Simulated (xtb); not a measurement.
xtb input (GFN2-xTB):

```bash
xtb mol.xyz --gfn 2 --ohess tight --chrg 1 --uhf 0
```
mol.xyz:
```
13

N      2.22147823     0.00558345    -0.26814919
Si     0.73508085     0.39434402     0.83135108
N     -0.53759507    -0.51948582     0.37789182
Si    -1.77034282    -0.17924636    -0.83801361
H      2.51545916    -0.97555757    -0.21732231
H      2.00803051     0.16922971    -1.25969326
H      3.09623959     0.55728950    -0.07943735
H      0.61193745     1.88067457     0.57145747
H      1.30145154     0.08534572     2.20053289
H     -0.71609167    -1.37757817     0.96262631
H     -1.22045193     1.01933772    -1.52360908
H     -1.88320387    -1.32744400    -1.75346382
H     -3.08076981     0.15982106    -0.19035903
```

End of the output:

```
       4    156.02    -0.77442 ( 98.96%)    -0.71926 (  1.04%)    -0.77385
       5    246.13    -0.52419 ( 99.83%)    -0.58428 (  0.17%)    -0.52429
   ------------------------------------------------------------------------

   temp. (K)  partition function   enthalpy   heat capacity  entropy
                                   cal/mol     cal/K/mol   cal/K/mol   J/K/mol
 298.15  VIB   262.                 3612.015     23.513     22.423
         ROT  0.152E+06              888.752      2.981     26.697
         INT  0.399E+08             4500.767     26.494     49.121
         TR   0.871E+27             1481.254      4.968     39.492
         TOT                        5982.0211    31.4617    88.6128   370.7561

       T/K    H(0)-H(T)+PV         H(T)/Eh          T*S/Eh         G(T)/Eh
   ------------------------------------------------------------------------
    298.15    0.953296E-02    0.102866E+00    0.421028E-01    0.607636E-01
   ------------------------------------------------------------------------

         :::::::::::::::::::::::::::::::::::::::::::::::::::::
         ::                  THERMODYNAMIC                  ::
         :::::::::::::::::::::::::::::::::::::::::::::::::::::
         :: total free energy         -13.480234428320 Eh   ::
         ::.................................................::
         :: total energy              -13.540998073877 Eh   ::
         :: zero point energy           0.093333510604 Eh   ::
         :: G(RRHO) w/o ZPVE           -0.032569865047 Eh   ::
         :: G(RRHO) contrib.            0.060763645557 Eh   ::
         :::::::::::::::::::::::::::::::::::::::::::::::::::::

optimized geometry written to: xtbopt.xyz

           -------------------------------------------------
          | TOTAL ENERGY              -13.540998073877 Eh   |
          | TOTAL ENTHALPY            -13.438131605828 Eh   |
          | TOTAL FREE ENERGY         -13.480234428320 Eh   |
          | GRADIENT NORM               0.000112534870 Eh/α |
          | HOMO-LUMO GAP               4.669678644443 eV   |
           -------------------------------------------------

------------------------------------------------------------------------
Note: The following floating-point exceptions are signalling: IEEE_UNDERFLOW_FLAG IEEE_DENORMAL
normal termination of xtb
------------------------------------------------------------------------
 total:
 SCF:
 ANC optimizer:
 analytical hessian:
```

It need not be the lowest isomer of its formula.
